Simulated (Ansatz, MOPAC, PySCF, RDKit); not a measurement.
Dimer: H2O (SMILES O) (first 3 atoms) with CH3F (SMILES CF); geometry from B3LYP-D3(BJ)/def2-TZVP, rigid monomers moved along the line of their centres of mass till H2···F5 is 1.80 Å.
(charge 0, multiplicity 1):
```tsv
atom	x (Å)	y (Å)	z (Å)
O	0.0004	0.4835	-0.1392
H	0.2093	-0.1354	0.5728
H	-0.4386	-0.0408	-0.8158
C	-0.2244	0.6231	2.9396
F	0.2338	-0.5515	2.3247
H	-0.5301	1.3174	2.1587
H	-1.0662	0.3633	3.5805
H	0.5922	1.0380	3.5292
```

Interaction energies are E(AB) − E(A) − E(B) at the monomers' geometry in the complex; basis-set methods are counterpoise corrected. RDKit's UFF carries no charges.

The state reached by AM1, PM6 isn't checked.

Run with Ansatz (Gaussian basis) for Hartree–Fock, density functionals and correlated methods; MOPAC for AM1, PM6 (differences of heats of formation); PySCF for the dispersion terms; RDKit for the force fields. 

Problem. One of these levels gives -38.3 meV for the interaction energy. Which?
A) AM1
B) PM6
C) UFF
D) PBE-D4/def2-TZVPPD

Solution. A, AM1. The others give 1467.2 (UFF), 105.0 (PM6), -136.0 (PBE-D4/def2-TZVPPD)

Ansatz is a first-principles code.
